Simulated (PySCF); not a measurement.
## Fluorine: a sound run and one with changed settings

Sound run: F²⁺ [He] 2s2 2p3, F³⁺ [He] 2s2 2p2. Computed with PySCF 2.14 in aug-cc-pVDZ (4s3p2d, 23 functions), with the non-relativistic Hamiltonian (point nucleus). The sound run starts from symmetry-adapted Hartree-Fock orbitals and uses a fine grid where one is needed.

Changed run: 26 angular points. This setting is unsound on purpose.

```json
{"species": "F²⁺", "method": "UHF", "sound run (hartree)": "-97.57598", "changed run (hartree)": "-97.57598", "converged": "yes"}
{"species": "F²⁺", "method": "MN15", "sound run (hartree)": "-97.70718", "changed run (hartree)": "-97.70718", "converged": "yes"}
{"species": "F²⁺", "method": "r2SCAN", "sound run (hartree)": "-97.75883", "changed run (hartree)": "-97.75883", "converged": "yes"}
{"species": "F³⁺", "method": "UHF", "sound run (hartree)": "-95.28902", "changed run (hartree)": "-95.28902", "converged": "yes"}
{"species": "F³⁺", "method": "MN15", "sound run (hartree)": "-95.39392", "changed run (hartree)": "-95.39034", "converged": "yes"}
{"species": "F³⁺", "method": "r2SCAN", "sound run (hartree)": "-95.43635", "changed run (hartree)": "-95.43840", "converged": "yes"}
```

Ionisation energy of F²⁺:

```tsv
method	sound run (eV)	changed run (eV)
UHF	62.231	62.231
MN15	62.947	63.044
r2SCAN	63.198	63.142
```

A coarse angular grid integrates products of high-l functions wrongly, so density functionals can shift, and the SCF can exploit the error; Hartree-Fock and MP2 need no grid.

For comparison, NIST gives 62.708 eV between the lowest levels.
